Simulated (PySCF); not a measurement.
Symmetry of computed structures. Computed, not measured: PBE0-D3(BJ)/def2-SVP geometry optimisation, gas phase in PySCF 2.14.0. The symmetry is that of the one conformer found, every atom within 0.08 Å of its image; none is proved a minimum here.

Problem. Point group, rotor type and polarity of `[AlH2:1][CH:2]1[CH2:3][CH2:4]1` with H–Al1–C2–C3 34° and -145°?

Solution. Cs; near-prolate asymmetric top; symmetry number 1; 2 operations, which sort the 11 atoms into 8 sets; dipole 0.94 D, in the ac plane, which is the mirror; heavy atoms equivalent by symmetry: C3/C4.

Problem. What symmetry has `[CH3:1][S+:2]([CH3:3])[B-:4]([I:5])([I:6])[I:7]` with H–C1–S2–C3 -56° (nearest H), H–C3–S2–C1 57° (nearest H)?

Solution. Cs; asymmetric top; symmetry number 1; 2 operations, which sort the 13 atoms into 8 sets; dipole 6.30 D; A, B, C = 378.1, 369.9, 275.7 MHz; heavy atoms equivalent by symmetry: C1/C3, I5/I7.

Problem. `[CH2:1]=[CH:2][CH2:3][N:4]1[CH2:5][CH2:6][CH2:7][SiH2:8]1` with C1–C2–C3–N4 -124°, C2–C3–N4–C5 68°, C3–N4–C5–C6 -169°, N4–C5–C6–C7 -40°, C5–C6–C7–Si8 38°, C6–C7–Si8–N4 -22°: symmetry, top, dipole?

Solution. C1; asymmetric top; symmetry number 1; this conformer is chiral (no improper operation); dipole 0.71 D.
